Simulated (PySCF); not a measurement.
cis-Si(NH3)2Cl4.
Bonds: Si1–N2, Si1–Cl6, Si1–N7, Si1–Cl11, Si1–Cl12, Si1–Cl13. Hydrogens: H3, H4, H5 on N2; H8, H9, H10 on N7.

The calculation used PBE0-D3(BJ)/def2-SVP geometry optimisation, gas phase (PySCF).

How far are the bound atoms from Si1?

6 atoms: N2 2.032 Å, N7 2.033 Å, Cl6 2.134 Å, Cl11 2.134 Å, Cl13 2.197 Å, Cl12 2.200 Å. The nearest atom not counted as bound is H3, at 2.46 Å (others tie with it).

List the angles at Si1.

```csv
angle,degrees,distance of the outer atoms (Å)
N2–Si1–Cl6,174.4,4.16
N7–Si1–Cl11,174.4,4.16
Cl12–Si1–Cl13,164.2,4.36
Cl6–Si1–Cl11,97.7,3.21
Cl11–Si1–Cl13,95.3,3.20
Cl6–Si1–Cl13,95.2,3.20
Cl6–Si1–Cl12,95.2,3.20
Cl11–Si1–Cl12,95.1,3.20
Cl6–Si1–N7,88.0,2.89
N2–Si1–Cl11,87.9,2.89
N2–Si1–N7,86.4,2.78
N2–Si1–Cl13,84.6,2.85
N7–Si1–Cl12,84.5,2.85
N7–Si1–Cl13,84.0,2.83
N2–Si1–Cl12,83.9,2.83
```

What is the shape at Si1?

Distorted octahedral: the three widest angles are 174.4°, 174.4° and 164.2°, the others run from 83.9° to 97.7°. The Si–Cl distances aren't all alike: 2.134 to 2.200 Å.

What are the other bond lengths?

N2–H3 and 5 like bonds 1.023 Å.

What are the rotational constants (commonest isotopes, rigid rotor)?

A = 1066, B = 909.0, C = 860.4 MHz: an asymmetric top.

Point group: near C2v, missed by 0.22 Å at most; the miss may be what the optimiser left on a soft mode (C2 holds within 0.08 Å). Charge 0, singlet. No PBE0-D3(BJ)/def2-SVP frequencies stand behind this structure, so it isn't proved a minimum.
